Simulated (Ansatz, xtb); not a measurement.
## Relaxing a trial structure of BGeH3

The starting geometry of this gas-phase singlet has its atoms placed at random.

```json
{"atom": "B", "x (Å)": "-0.9652", "y (Å)": "1.0568", "z (Å)": "-1.4819"}
{"atom": "Ge", "x (Å)": "0.2303", "y (Å)": "-0.4915", "z (Å)": "0.0109"}
{"atom": "H", "x (Å)": "1.0962", "y (Å)": "0.1637", "z (Å)": "-1.5285"}
{"atom": "H", "x (Å)": "-0.3119", "y (Å)": "-1.1654", "z (Å)": "1.6235"}
{"atom": "H", "x (Å)": "-0.0265", "y (Å)": "1.1223", "z (Å)": "0.9420"}
```

Task: One run relaxed it with r2SCAN-D4/def2-SVP. What is a likely outcome?

Result: It ends as `[BH]=[GeH2]`. Distances that change by over a tenth: Ge2–H4 (1.83 → 1.53 Å), Ge2–H5 (1.88 → 1.53 Å). Contacts that open: Ge2–H3 (1.88 → 3.04 Å). Contacts that close: B1–Ge2 (2.46 → 1.90 Å), B1–H3 (2.25 → 1.20 Å).

The energy falls by 4.99 eV over 21 steps:

```tsv
step	E − E(last) (eV)
1	4.987
3	2.454
5	1.789
8	1.707
10	1.658
12	1.342
14	0.641
17	0.009
19	0.005
21	0.000
```

Final geometry (Å):

```
atom    x (Å)    y (Å)    z (Å)
   B   0.0194   0.3528  -1.2454
  Ge   0.2273  -0.0366   0.6009
   H   0.3345   0.5021  -2.3912
   H  -0.5266  -1.2874   1.0699
   H  -0.0316   1.1548   1.5318
```

From the same start GFN2-xTB reaches the same bonding as this run.

From so rough a start the end depends on the optimiser's path, so another program may land elsewhere. The end wasn't checked by frequencies. Run with Ansatz 0.2.0, 30 s on 1 thread of Intel(R) Xeon(R) Platinum 8375C CPU @ 2.90GHz (Ice Lake), on a shared host.
